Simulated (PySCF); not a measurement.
C3H3F4, charge +1, multiplicity 1.

```xyz
10

F      1.6366    -0.2937    -1.0377
C      1.2300    -0.1013     0.1232
F      1.9485     0.6592     0.8046
C     -0.0023    -0.6575     0.6136
C     -1.2401     0.2599     0.2055
F     -1.1011     0.5725    -1.0814
F     -2.3161    -0.4718     0.3928
H     -0.1850    -1.6217     0.1116
H      0.0238    -0.7560     1.7088
H     -1.2755     1.1751     0.8208
```
Charge +1, spin multiplicity 1.

The structure is a stationary point at PBE0-D3(BJ)/def2-SVP. The spin state was assumed, not searched. The isomer is the one that the SMILES or the coordinates give; other isomers of the formula were not compared. One conformer was computed; it need not be the lowest.

Computed with PySCF with PBE/pcSseg-1. Non-relativistic, no solvent.

### Question
Give the absolute GIAO shielding of each atom: isotropic value and principal components (ppm). (Estimate from the structure and the level; the computed values follow.)

### Answer

```json
[
 {"atom": "F1", "σ(iso)": "27.3", "σ11": "-238.2", "σ22": "49.8", "σ33": "270.5", "span": "508.8"},
 {"atom": "C2", "σ(iso)": "-19.0", "σ11": "-104.3", "σ22": "2.0", "σ33": "45.2", "span": "149.4"},
 {"atom": "F3", "σ(iso)": "39.5", "σ11": "-216.0", "σ22": "62.3", "σ33": "272.1", "span": "488.0"},
 {"atom": "C4", "σ(iso)": "131.0", "σ11": "89.8", "σ22": "148.6", "σ33": "154.7", "span": "64.8"},
 {"atom": "C5", "σ(iso)": "54.9", "σ11": "38.6", "σ22": "57.9", "σ33": "68.2", "span": "29.6"},
 {"atom": "F6", "σ(iso)": "218.6", "σ11": "128.5", "σ22": "250.7", "σ33": "276.5", "span": "148.0"},
 {"atom": "F7", "σ(iso)": "200.6", "σ11": "128.6", "σ22": "192.9", "σ33": "280.2", "span": "151.6"},
 {"atom": "H8", "σ(iso)": "26.6", "σ11": "23.8", "σ22": "26.2", "σ33": "29.8", "span": "6.0"},
 {"atom": "H9", "σ(iso)": "26.8", "σ11": "23.3", "σ22": "26.3", "σ33": "30.7", "span": "7.4"},
 {"atom": "H10", "σ(iso)": "24.1", "σ11": "22.2", "σ22": "23.1", "σ33": "27.0", "span": "4.8"}
]
```
